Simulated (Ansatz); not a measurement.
Gas-phase reaction R1 + R2 → P1 + P2, each structure at its B3LYP-D3(BJ)/def2-TZVP stationary point, reached from a drawn start (curvature not checked).
P1: F atom, charge 0, multiplicity 2.
R1: H atom, charge 0, multiplicity 2.
P2, SiH4 (SMILES [SiH4]) (charge 0, multiplicity 1):
```xyz
5

Si     0.0000     0.0000     0.0000
H      0.8547     0.8547     0.8547
H     -0.8547    -0.8547     0.8547
H     -0.8547     0.8547    -0.8547
H      0.8547    -0.8547    -0.8547
```
R2: FH3Si (SMILES F[SiH3]), charge 0, multiplicity 1.

P less R. No zero-point or thermal terms; singlets are restricted closed shells; open shells are unrestricted; no spin–orbit coupling.

Correlated levels freeze the cores.

The values were computed with Ansatz (a quantum-chemistry and plane-wave program) with Gaussian orbitals. Each number belongs to the level named beside it.

Total energies in hartree:

```json
[
 {"structure": "P1", "PBE/def2-TZVPP": "-99.669123", "PBE0/def2-TZVPP": "-99.676173", "CCSD(T)/cc-pV(Q+d)Z": "-99.650258"},
 {"structure": "R1", "PBE/def2-TZVPP": "-0.499616", "PBE0/def2-TZVPP": "-0.501036", "CCSD(T)/cc-pV(Q+d)Z": "-0.499946"},
 {"structure": "P2", "PBE/def2-TZVPP": "-291.721620", "PBE0/def2-TZVPP": "-291.756591", "CCSD(T)/cc-pV(Q+d)Z": "-291.452235"},
 {"structure": "R2", "PBE/def2-TZVPP": "-390.985867", "PBE0/def2-TZVPP": "-391.018753", "CCSD(T)/cc-pV(Q+d)Z": "-390.692917"}
]
```

Question: Work out the reaction energy at each level in kJ/mol (1 hartree = 2625.49964 kJ/mol), and say how far PBE/def2-TZVPP lies from CCSD(T)/cc-pV(Q+d)Z.

Answer: 
- PBE/def2-TZVPP: (-99.669123) + (-291.721620) − (-0.499616) − (-390.985867) = 0.094740 hartree = 248.7 kJ/mol
- PBE0/def2-TZVPP: (-99.676173) + (-291.756591) − (-0.501036) − (-391.018753) = 0.087025 hartree = 228.5 kJ/mol
- CCSD(T)/cc-pV(Q+d)Z: (-99.650258) + (-291.452235) − (-0.499946) − (-390.692917) = 0.090370 hartree = 237.3 kJ/mol
PBE/def2-TZVPP less CCSD(T)/cc-pV(Q+d)Z: 11.4 kJ/mol. CCSD(T)/cc-pV(Q+d)Z is the level counted from, the highest shown, and no exact or measured value.
